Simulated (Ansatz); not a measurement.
Computed with Ansatz (a program for electronic structure) with CAM-B3LYP-D3(BJ)/def2-TZVP. No frequencies were computed at this level.

Ansatz 0.2 input:
```yaml
crystal:
  periodic: [false, false, false]
  atoms:
    - { symbol: S, position_ang: [-0.24074, 2.073446, -0.091709] }
    - { symbol: Si, position_ang: [0.053355, -0.072038, -0.094157] }
    - { symbol: S, position_ang: [1.97809, -0.391804, -1.010808] }
    - { symbol: S, position_ang: [0.090971, -0.946202, 1.879831] }
    - { symbol: S, position_ang: [-1.612693, -1.007479, -1.105976] }
    - { symbol: H, position_ang: [-1.538565, 2.034005, 0.163536] }
    - { symbol: H, position_ang: [1.914322, 0.656708, -1.81524] }
    - { symbol: H, position_ang: [1.237669, -0.403232, 2.250099] }
    - { symbol: H, position_ang: [-1.967604, -1.767664, -0.082458] }
basis:
  gaussian: { orbitals: def2-tzvp }
hamiltonian:
  xc: cam_b3lyp
  dispersion: d3bj
relax:
  max_steps: 150
```

Output:

```
Functional definition: CAM-B3LYP
1521 factors; their error is unknown
428 factors; integrals over basis functions are off by at most 1.5e-6 eV
mean field evaluation 1: about -51289.0601 eV, gradient 2.3e1 eV
mean field evaluation 2: about -51289.8097 eV, gradient 2.0e1 eV
mean field evaluation 4: about -51290.5165 eV, gradient 1.4e0 eV
mean field evaluation 8: about -51290.6149 eV, gradient 1.5e-1 eV
mean field evaluation 16: about -51290.6149 eV, gradient 3.2e-5 eV
mean field -51290.61489710 eV, -1884.8953314411 hartree, gradient 3.2e-5 eV, S^2 0.000000; 0 other end points of the search recorded, 0 dependent functions left out
reference -51290.61502783 eV, -1884.8953362454 hartree; 41, 41 occupied and 168, 168 virtual orbitals, 1521 factors
relax step   1: F+E_penalty+E_count = -51290.98714873 eV  Δ(F+E_penalty+E_count) = +0.000e0 eV  max|allowed force component| = 6.759e-1 eV/Å  Δτ_max = 0.0000 Å  (26 SCF iters, accepted)
these checks for a lower state are left out or cut short: starts, cluster_reference, orbital_swaps, neighbouring_geometries, increment
1521 factors; their error is unknown
428 factors; integrals over basis functions are off by at most 1.5e-6 eV
mean field -51290.65658358 eV, -1884.8968633909 hartree, gradient 8.5e-6 eV, S^2 0.000000; 0 other end points of the search recorded, 0 dependent functions left out
reference -51290.65671377 eV, -1884.8968681752 hartree; 41, 41 occupied and 168, 168 virtual orbitals, 1521 factors
relax step   2: F+E_penalty+E_count = -51291.03426700 eV  Δ(F+E_penalty+E_count) = -4.712e-2 eV  max|allowed force component| = 4.426e-1 eV/Å  Δτ_max = 0.1671 Å  (31 SCF iters, accepted)
these checks for a lower state are left out or cut short: starts, cluster_reference, orbital_swaps, neighbouring_geometries, increment
1521 factors; their error is unknown
428 factors; integrals over basis functions are off by at most 1.5e-6 eV
mean field -51290.69560971 eV, -1884.8982975747 hartree, gradient 2.1e-5 eV, S^2 0.000000; 0 other end points of the search recorded, 0 dependent functions left out
reference -51290.69574031 eV, -1884.8983023741 hartree; 41, 41 occupied and 168, 168 virtual orbitals, 1521 factors
relax step   3: F+E_penalty+E_count = -51291.07223103 eV  Δ(F+E_penalty+E_count) = -3.796e-2 eV  max|allowed force component| = 3.339e-1 eV/Å  Δτ_max = 0.1329 Å  (31 SCF iters, accepted)
these checks for a lower state are left out or cut short: starts, cluster_reference, orbital_swaps, neighbouring_geometries, increment
1521 factors; their error is unknown
428 factors; integrals over basis functions are off by at most 1.4e-6 eV
mean field evaluation 32: about -51290.6383 eV, gradient 2.7e-1 eV
mean field -51290.73200745 eV, -1884.8996351671 hartree, gradient 1.9e-5 eV, S^2 0.000000; 0 other end points of the search recorded, 0 dependent functions left out
reference -51290.73213725 eV, -1884.8996399369 hartree; 41, 41 occupied and 168, 168 virtual orbitals, 1521 factors
relax step   4: F+E_penalty+E_count = -51291.10940084 eV  Δ(F+E_penalty+E_count) = -3.717e-2 eV  max|allowed force component| = 1.372e-1 eV/Å  Δτ_max = 0.2000 Å  (29 SCF iters, accepted)
these checks for a lower state are left out or cut short: starts, cluster_reference, orbital_swaps, neighbouring_geometries, increment
1521 factors; their error is unknown
428 factors; integrals over basis functions are off by at most 1.5e-6 eV
mean field -51290.74770114 eV, -1884.9002118996 hartree, gradient 1.5e-5 eV, S^2 0.000000; 0 other end points of the search recorded, 0 dependent functions left out
reference -51290.74783130 eV, -1884.9002166829 hartree; 41, 41 occupied and 168, 168 virtual orbitals, 1521 factors
relax step   5: F+E_penalty+E_count = -51291.12509974 eV  Δ(F+E_penalty+E_count) = -1.570e-2 eV  max|allowed force component| = 2.279e-1 eV/Å  Δτ_max = 0.2000 Å  (29 SCF iters, accepted)
these checks for a lower state are left out or cut short: starts, cluster_reference, orbital_swaps, neighbouring_geometries, increment
1521 factors; their error is unknown
428 factors; integrals over basis functions are off by at most 1.4e-6 eV
mean field -51290.75672921 eV, -1884.9005436748 hartree, gradient 1.1e-5 eV, S^2 0.000000; 0 other end points of the search recorded, 0 dependent functions left out
reference -51290.75685938 eV, -1884.9005484584 hartree; 41, 41 occupied and 168, 168 virtual orbitals, 1521 factors
relax step   6: F+E_penalty+E_count = -51291.13459777 eV  Δ(F+E_penalty+E_count) = -9.498e-3 eV  max|allowed force component| = 1.095e-2 eV/Å  Δτ_max = 0.1357 Å  (30 SCF iters, accepted)
these checks for a lower state are left out or cut short: starts, cluster_reference, orbital_swaps, neighbouring_geometries, increment
1521 factors; their error is unknown
428 factors; integrals over basis functions are off by at most 1.3e-6 eV
mean field -51290.75623097 eV, -1884.9005253649 hartree, gradient 1.6e-5 eV, S^2 0.000000; 0 other end points of the search recorded, 0 dependent functions left out
reference -51290.75636155 eV, -1884.9005301638 hartree; 41, 41 occupied and 168, 168 virtual orbitals, 1521 factors
relax step   7: F+E_penalty+E_count = -51291.13433887 eV  Δ(F+E_penalty+E_count) = +2.589e-4 eV  max|allowed force component| = 2.313e-1 eV/Å  Δτ_max = 0.1458 Å  (30 SCF iters, rejected (line search))
these checks for a lower state are left out or cut short: starts, cluster_reference, orbital_swaps, neighbouring_geometries, increment
1521 factors; their error is unknown
428 factors; integrals over basis functions are off by at most 1.3e-6 eV
mean field evaluation 64: about -51290.7584 eV, gradient 1.2e-5 eV
mean field -51290.75842725 eV, -1884.9006060766 hartree, gradient 1.2e-5 eV, S^2 0.000000; 0 other end points of the search recorded, 0 dependent functions left out
reference -51290.75855760 eV, -1884.9006108671 hartree; 41, 41 occupied and 168, 168 virtual orbitals, 1521 factors
relax step   8: F+E_penalty+E_count = -51291.13641602 eV  Δ(F+E_penalty+E_count) = -1.818e-3 eV  max|allowed force component| = 5.889e-3 eV/Å  Δτ_max = 0.0647 Å  (29 SCF iters, accepted)
these checks for a lower state are left out or cut short: starts, cluster_reference, orbital_swaps, neighbouring_geometries, increment
1521 factors; their error is unknown
428 factors; integrals over basis functions are off by at most 1.3e-6 eV
mean field -51290.75874505 eV, -1884.9006177555 hartree, gradient 2.3e-5 eV, S^2 0.000000; 0 other end points of the search recorded, 0 dependent functions left out
reference -51290.75887563 eV, -1884.9006225544 hartree; 41, 41 occupied and 168, 168 virtual orbitals, 1521 factors
relax step   9: F+E_penalty+E_count = -51291.13692815 eV  Δ(F+E_penalty+E_count) = -5.121e-4 eV  max|allowed force component| = 6.616e-2 eV/Å  Δτ_max = 0.0842 Å  (30 SCF iters, accepted)
these checks for a lower state are left out or cut short: starts, cluster_reference, orbital_swaps, neighbouring_geometries, increment
1521 factors; their error is unknown
428 factors; integrals over basis functions are off by at most 1.3e-6 eV
mean field -51290.75852618 eV, -1884.9006097123 hartree, gradient 7.3e-6 eV, S^2 0.000000; 0 other end points of the search recorded, 0 dependent functions left out
reference -51290.75865680 eV, -1884.9006145124 hartree; 41, 41 occupied and 168, 168 virtual orbitals, 1521 factors
relax step  10: F+E_penalty+E_count = -51291.13670154 eV  Δ(F+E_penalty+E_count) = +2.266e-4 eV  max|allowed force component| = 4.809e-2 eV/Å  Δτ_max = 0.0159 Å  (30 SCF iters, rejected (line search))
these checks for a lower state are left out or cut short: starts, cluster_reference, orbital_swaps, neighbouring_geometries, increment
1521 factors; their error is unknown
428 factors; integrals over basis functions are off by at most 1.3e-6 eV
mean field -51290.75912672 eV, -1884.9006317818 hartree, gradient 6.9e-6 eV, S^2 0.000000; 0 other end points of the search recorded, 0 dependent functions left out
reference -51290.75925730 eV, -1884.9006365803 hartree; 41, 41 occupied and 168, 168 virtual orbitals, 1521 factors
relax step  11: F+E_penalty+E_count = -51291.13732716 eV  Δ(F+E_penalty+E_count) = -3.990e-4 eV  max|allowed force component| = 7.302e-4 eV/Å  Δτ_max = 0.0063 Å  (31 SCF iters, accepted)
1521 factors; their error is unknown
428 factors; integrals over basis functions are off by at most 1.3e-6 eV
mean field evaluation 96: about -51290.7591 eV, gradient 1.4e-1 eV
mean field -51290.75912672 eV, -1884.9006317818 hartree, gradient 7.1e-6 eV, S^2 0.000000; 1 other end points of the search recorded, 0 dependent functions left out
reference -51290.75925730 eV, -1884.9006365803 hartree; 41, 41 occupied and 168, 168 virtual orbitals, 1521 factors
Total energy: -51291.13745773 eV, -1884.9145351899 hartree
Atom 0 at    -0.200688     2.134992    -0.082635 Å, force     0.000516     0.000282    -0.000458 eV/Å
Atom 1 at    -0.009476     0.019565     0.010495 Å, force    -0.000265    -0.000424     0.000473 eV/Å
Atom 2 at     1.859256    -0.464250    -0.880555 Å, force    -0.000191     0.000151     0.000272 eV/Å
Atom 3 at     0.018645    -0.801657     1.971359 Å, force    -0.000327    -0.000069     0.000177 eV/Å
Atom 4 at    -1.715126    -0.791107    -0.966114 Å, force    -0.000255     0.000531    -0.000703 eV/Å
Atom 5 at    -1.431022     2.157720     0.452506 Å, force     0.000020    -0.000730     0.000216 eV/Å
Atom 6 at     1.611879     0.198862    -2.020588 Å, force    -0.000015     0.000247    -0.000337 eV/Å
Atom 7 at     1.171251    -0.210341     2.321274 Å, force     0.000311     0.000179    -0.000044 eV/Å
Atom 8 at    -1.389914    -2.068045    -0.712625 Å, force     0.000206    -0.000165     0.000403 eV/Å
Dipole moment:     0.000028     0.000043    -0.000230 e Å
```

Cost: very roughly 90 core-seconds.
